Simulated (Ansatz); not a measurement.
Br$_{2}$, triplet, at a GFN2-xTB geometry (a higher spin typed on purpose: for a closed-shell molecule this is an excited state); PBE/pcseg-1 (Ansatz, an electronic-structure program).

Here is a job for Ansatz.
Ansatz 0.2 input:
```yaml
crystal:
  periodic: [false, false, false]
  atoms:
    - {symbol: Br, position_ang: [-0.00000000, -0.00000000, -1.42665696]}
    - {symbol: Br, position_ang: [0.00000000, 0.00000000, 1.42665696]}
basis:
  gaussian:
    orbitals: pcseg-1.json
    point_charges:
      - {charge: 1.0, position_ang: [-3.9577, 1.4891, 1.3093]}
hamiltonian:
  xc: pbe
magnetization: {spin_polarized: true, initial_magnetization: 2}
```
The basis file holds pcseg-1 in the JSON format of the Basis Set Exchange.

Q: Predict the main parts of the log of this Ansatz run.

A: 
```
Functional definition: PBE
658 factors; their error is unknown
mean field evaluation 1: about -140053.7998 eV, gradient 9.4e0 eV
mean field evaluation 2: about -140045.7843 eV, gradient 2.9e1 eV
mean field evaluation 4: about -140054.6333 eV, gradient 1.2e0 eV
mean field evaluation 8: about -140054.6494 eV, gradient 5.9e-2 eV
mean field evaluation 16: about -140054.6388 eV, gradient 4.3e-4 eV
mean field evaluation 32: about -140052.7123 eV, gradient 3.2e0 eV
mean field evaluation 64: about -140054.5336 eV, gradient 9.6e-2 eV
mean field -140054.63879091 eV, -5146.9130431220 hartree, gradient 7.7e-6 eV, S^2 2.001207; 7 other end points of the search recorded, 0 dependent functions left out
reference -140054.63881540 eV, -5146.9130440222 hartree; 36, 34 occupied and 18, 20 virtual orbitals, 658 factors
Total energy: -140054.63881540 eV, -5146.9130440222 hartree
```
